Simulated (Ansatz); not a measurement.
Rh₅⁻, relaxed as a singlet with RKS B3LYP-D4/def2-SVPD in Ansatz, starting from the GFN2-xTB geometry. Force threshold 0.02 eV/Å.

In the def2 sets Rh takes a core potential; there is no spin–orbit coupling. The restricted singlet is unstable towards broken spin symmetry in Hartree–Fock (as tested in another run); at B3LYP-D4/def2-SVPD this wasn't settled. The relaxation made no stability test and no search for a lower SCF solution. No other spin state of charge -1 was run. Another isomer (singlet) lies 1.04 eV lower at PBE0-D4/def2-TZVPD; other spin states weren't run for this one.

Start:

```xyz
5

Rh   -0.894    2.357    0.253
Rh    0.481    0.505   -0.104
Rh    2.319   -0.870   -0.528
Rh   -1.828   -0.107    0.457
Rh   -0.077   -1.885   -0.078
```

```csv
step,energy (eV),largest force component (eV/Å),SCF passes
1,-15042.8077,1.038,127
2,-15043.0685,0.950,86
3,-15043.3183,0.425,83
4,-15043.4862,0.394,80
5,-15043.6181,0.483,74
6,-15043.7179,0.374,83
7,-15043.8595,0.403,99
8,-15043.8871,0.650,84
9,-15043.9831,0.425,85
10,-15044.0330,0.218,79
11 (rejected),-15044.0138,0.431,78
12,-15044.0455,0.051,71
13,-15044.0456,0.015,64
```

Force components are those of the run's own axes.

End:

```xyz
5

Rh   -0.807    1.805    0.373
Rh    0.765    0.725   -1.076
Rh    2.017   -0.874    0.223
Rh   -1.749   -0.250    0.961
Rh   -0.226   -1.407   -0.482
```

Bonds formed: Rh1–Rh5 (atoms count from 1). Metal–metal contacts that move far: Rh2–Rh4 2.45 to 3.38 Å.

No frequencies were taken in this run, so the end may be a saddle point.

It took 92 s on 4 threads of Arm Neoverse V2 on a shared host, peak host memory 0.67 GiB.
